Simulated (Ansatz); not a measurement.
Geometry optimisation, RKS PBE0-D4/def2-SVP (Ansatz 0.2.0).

Input:

```yaml
crystal:
  periodic: [false, false, false]
  atoms:
    - { symbol: Ge, position_ang: [0.0, 0.0, 0.0] }
    - { symbol: C, position_ang: [0.0, 0.0, 2.31] }
    - { symbol: H, position_ang: [-0.9996, -0.3092, 2.6805] }
    - { symbol: H, position_ang: [0.7676, -0.7111, 2.6805] }
    - { symbol: H, position_ang: [0.232, 1.0203, 2.6805] }
    - { symbol: H, position_ang: [1.4616, 0.0, -0.5162] }
    - { symbol: H, position_ang: [-0.73, 1.2648, -0.5162] }
    - { symbol: H, position_ang: [-0.73, -1.2648, -0.5162] }
    - { symbol: Si, position_ang: [0.9712, -2.2785, 0.823] }
    - { symbol: H, position_ang: [0.0535, -3.3567, 0.4665] }
    - { symbol: H, position_ang: [2.266, -2.5133, 0.1906] }
    - { symbol: H, position_ang: [1.1381, -2.2419, 2.273] }
    - { symbol: H, position_ang: [0.5147, -1.2076, 2.0465] }
basis:
  gaussian: { orbitals: def2-SVP }
hamiltonian:
  xc: pbe0
  dispersion: d4
relax:
  f_tol: 0.15
  max_steps: 25
  restrain:
    - { distance: [0, 8], at: 2.31, k: 30.0 }
    - { distance: [12, 1], at: 1.11, k: 30.0 }
    - { distance: [0, 1], at: 3.16, k: 30.0 }
    - { distance: [12, 8], at: 2.66, k: 30.0 }
```

Launched with:

```bash
$ ansatz run input.yaml --threads 4 --pin off --max-ram 5120MiB --backend cpu --events-out ev --progress --plain --runs-dir out
```

Task: Where does it end, and by what steps?

Result: It converged. The restraints hold the end off the free minimum; the threshold counts their pulls, which the force column leaves out. Restrained pairs: Ge1–Si9 (2.61 → 2.33 Å), C2–H13 (1.34 → 1.11 Å), Ge1–C2 (2.31 → 3.18 Å), Si9–H13 (1.69 → 2.67 Å). After 17 steps the energy has fallen by 7.169 eV (the restraints' own energy left out); H7 moved furthest, 1.74 Å.

```tsv
step	energy less start (eV)	largest force component (eV/Å)	accepted
0	0.0000	4.289	yes
1	0.4164	4.548	yes
2	0.4809	5.099	yes
3	-1.4705	5.052	yes
4	-3.4488	3.317	yes
5	-4.9871	2.636	yes
6	-6.0039	2.448	yes
7	-6.4869	2.174	yes
8	-6.6683	1.773	yes
9	-6.7373	1.485	yes
10	-6.8394	1.254	yes
11	-6.9205	1.141	yes
12	-6.9975	1.157	yes
13	-7.0607	1.002	yes
14	-7.1259	0.828	yes
15	-7.1620	0.695	yes
16	-7.1636	0.737	no
17	-7.1688	0.702	yes
```

```xyz
13
Properties=species:S:1:pos:R:3
Ge 0.126 -0.544 -0.285
C 0.100 0.177 2.809
H -0.986 0.351 2.764
H 0.437 0.237 3.855
H 0.624 0.942 2.223
H 1.115 0.628 -0.130
H -1.235 -0.170 0.323
H -0.108 -0.720 -1.805
Si 0.986 -2.562 0.499
H -0.071 -3.622 0.428
H 2.116 -2.973 -0.396
H 1.505 -2.514 1.899
H 0.335 -0.829 2.418
```

The run took 33 s on 4 threads of Arm Neoverse V1, with other jobs on the host, peak memory 0.28 GiB.
